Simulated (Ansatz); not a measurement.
F$_{4}$H$_{2}$MoO$_{2}$ (`[OH][Mo]([OH])([F])([F])([F])[F]`). Total charge 0; spin multiplicity 1. Correlated methods include outer-core shells of Mo, which these sets cover unevenly. Mo: def2 effective core potential.

```xyz
9

O     0.182    1.651    0.436
Mo   -0.292   -0.068    0.026
O     1.387   -0.753    0.368
F    -2.076    0.191   -0.331
F     0.070    0.438   -1.720
F    -0.831   -0.380    1.749
F    -0.598   -1.767   -0.658
H     0.525    2.362   -0.114
H     1.634   -1.675    0.244
```

(1) Give the diagnostics of a CCSD(T)/def2-TZVPP run (frozen core, Ansatz). (Estimate.)

Answers

(1) Computed: T1 = 0.0248, largest single amplitude 0.063, largest double 0.026, (T) share of the correlation energy 4.7 %, 15 CCSD cycles. The RHF solution is stable towards an unrestricted one. T1 lies over the customary mark of 0.02 for closed shells; compounds of d metals often pass it without a breakdown.
